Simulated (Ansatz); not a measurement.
Zn₅O₅H₁₈. The state is a singlet with charge 0. Geometry PBE-D4/def2-SVP, basis def2-TZVP, Ansatz.

```
atom   x (Å)   y (Å)   z (Å)
 Zn1   0.223  -0.049  -3.374
 Zn2  -1.701  -3.651  -0.554
 Zn3   0.377   1.630  -0.104
 Zn4   0.266   2.544   4.313
 Zn5   1.769  -0.291  -1.226
  O6  -0.361   0.315  -1.436
  O7  -0.634  -1.986   0.197
  O8  -0.624  -1.963  -3.297
  O9   0.231   0.229   1.557
 O10  -0.215   3.686   2.644
 H11  -0.148   0.697  -4.695
 H12   1.948  -0.322  -2.870
 H13  -2.955  -3.929   0.326
 H14  -0.704  -3.906  -1.786
 H15  -0.282   3.015   0.293
 H16   2.025   1.287  -0.512
 H17   0.034   1.046   3.786
 H18   0.671   3.531   5.449
 H19   1.815  -1.516  -0.169
 H20  -0.872  -0.427  -1.044
 H21  -0.725  -1.369   0.964
 H22   0.348  -1.894  -0.036
 H23  -0.983  -2.329  -4.125
 H24  -0.626  -2.730  -2.633
 H25   0.154   0.638   2.500
 H26   1.105  -0.223   1.537
 H27  -0.222   3.355   1.686
 H28   0.086   4.613   2.609
```

```csv
run,HOMO (eV),LUMO (eV)
A,-6.23,-1.74
B,-9.63,0.59
C,-7.59,-0.70
D,-6.48,-1.43
E,-7.40,-0.89
```

Single mean-field runs in def2-TZVP are fitted with def2-universal-jkfit. In the singlet geometry the species has come apart into loosely held pieces.

Problem. The runs used PBE, PBE0, r2SCAN, r2SCAN0, ωB97M-V. Estimate which is which.

Solution. A PBE (0 % exact exchange); B ωB97M-V (range-separated); C r2SCAN0 (25 % exact exchange); D r2SCAN (0 % exact exchange); E PBE0 (25 % exact exchange). Exact exchange lowers occupied and raises empty levels; among semilocal functionals meta-GGAs tend to open the gap a little, and such runs are hard to tell apart. The gap grows from 4.48 eV (PBE) to 10.22 eV (ωB97M-V).
